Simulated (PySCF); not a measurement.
CH6F2Si3, SMILES F[Si@@H]1C[Si@H](F)[SiH2]1.

The structure is a stationary point at PBE0-D3(BJ)/def2-SVP. The structure was generated by enumeration; whether it is a known compound was not checked.

Two levels are set side by side: TDDFT-PBE/def2-SVPD (PySCF) and TDDFT-B3LYP/def2-SVPD (PySCF). Vertical, same geometry. The lowest singlet is HOMO→LUMO 99 % with PBE and HOMO→LUMO 99 % with the other functional; states are paired by order. Differences are taken from unrounded values.

```csv
quantity,TDDFT-B3LYP,TDDFT-PBE,TDDFT-PBE minus TDDFT-B3LYP
lowest singlet excitation (eV),4.95,4.60,-0.35
lowest triplet excitation (TDA) (eV),4.46,4.13,-0.33
first bright state (f over 0.05) (eV),6.21,5.84,-0.37
its oscillator strength,0.17,0.12,-0.04
```

Functionals without exact exchange tend to place singlet excitations lower, as here. Differences between two approximate levels are no errors against the true value.

Rough cost on one machine, each run with all the roots and properties that it gave: TDDFT-B3LYP against TDDFT-PBE about 4 times.
